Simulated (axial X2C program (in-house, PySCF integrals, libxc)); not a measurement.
# Density and ELF of InH⁻

Computed with an in-house relativistic program for diatomic molecules. Two-component (2c) means X2C with spin–orbit coupling and atomic mean-field two-electron Coulomb and Gaunt terms. Basis: In dyall-acv3z [12s13p10d5f1g], H dyall-av3z [7s3p2d] (cores contracted in-house); Gaussian nuclei, density fitting, unrestricted open shells. Masses: In 114.904 u, H 1.008 u.

PBE0, 2c, state Ω = 1/2 (⟨Sz⟩ = -0.50, ⟨Lz⟩ = 1.00 at PBE0); In at z = 0, H at z = 1.890 Å.

The maps cover the half plane through the axis: z from -2.4 to 4.2 Å along the bond, ρ from 0.15 to 2.25 Å away from it (steps of 0.3 Å, the bottom row nearest the axis).

log10 of the density in e/bohr³:

digits 0 to 9 span -4.44 to 1.81 evenly
```
11222222222222111110000
12222333333222222111000
12233333333332222211100
22333344444333333222110
22334445544444433322110
23334456665444444332211
23344567776555554432211
23344568986555655433211
```

Electron localisation function (collinear form, no current term, damped to 0 at low density):

digits 0 to 9 span 0.00 to 1.00 evenly
```
01345665432100000000000
12466766532100011000000
24677765432111234320000
35777643322224688863000
47876432222237999997200
57875323432148999998510
68874247774149999999720
68874363736249999999830
```

Axial spin density in 10⁻³ e/bohr³:

digits 0 to 9 span -1.61 to 1.61 evenly, values beyond are clipped
```
44433211112233444444444
44332100000123444444444
44331000000023344444444
44431000000012344444445
44432000000012344555555
55543200200013455555555
55566547173235776555555
55677769055458997655555
```

Occupations by symmetry block were frozen at the best pattern of an incomplete PBE0 search. Density functionals use the spin component along the axis (collinear). The functionals have no current-density term, which raises determinants with orbital currents, atoms included. The highest occupied level of some functionals is positive through self-interaction error; at Hartree–Fock it is bound.
